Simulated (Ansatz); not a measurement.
`C[Si](C)(C)N`. Total charge 0; spin multiplicity 1.

```xyz
16

C    -0.5702    1.7145   -0.0958
Si    0.0826   -0.0459   -0.1177
C    -1.3686   -1.2244   -0.0771
C     1.2037   -0.2873    1.3592
N     1.0098   -0.4357   -1.5254
H    -1.1487    1.9152    0.8110
H     0.2486    2.4387   -0.1349
H    -1.2210    1.9040   -0.9543
H    -1.9990   -1.0405    0.7970
H    -1.0285   -2.2620   -0.0408
H    -1.9982   -1.1075   -0.9641
H     1.5651   -1.3170    1.4115
H     0.6789   -0.0613    2.2913
H     2.0748    0.3725    1.3068
H     0.5479   -0.5354   -2.4155
H     1.9228   -0.0280   -1.6513
```

Question: What are the harmonic wavenumbers in cm⁻¹ at PBE0-D4/def2-TZVP (Ansatz, finite differences of forces, unscaled)? (Estimate.)

Answer: Ansatz gave: 135, 145, 159, 173, 184, 218, 235, 268, 278, 392, 612, 668, 684, 693, 717, 757, 785, 823, 853, 905, 907, 1270, 1272, 1279, 1441, 1443, 1446, 1454, 1455, 1463, 1585, 3038, 3044, 3045, 3119, 3122, 3123, 3124, 3134, 3136, 3595, 3686.

Question: Is this a minimum?

Answer: Yes, all 42 modes are real.

Question: Give the ideal-gas thermochemistry at 298.15 K and 1 bar (rigid rotor, harmonic oscillator; point group Cs, symmetry number 1).

Answer: Zero-point energy 358.1 kJ/mol; H(298) − E = 385.1 kJ/mol; entropy 376.1 J/(mol·K), of which translation 164.9, rotation 111.6, vibration 99.6; G(298) − E = 273.0 kJ/mol.

Question: And at 400, 500, 600, 800 and 1000 K?

Answer: 
```csv
T (K),H − E (kJ/mol),S (J/mol/K),G − E (kJ/mol)
400,401.6,423.4,232.2
500,420.5,465.5,187.8
600,441.7,504.0,139.3
800,489.3,572.3,31.5
1000,542.5,631.6,-89.1
```
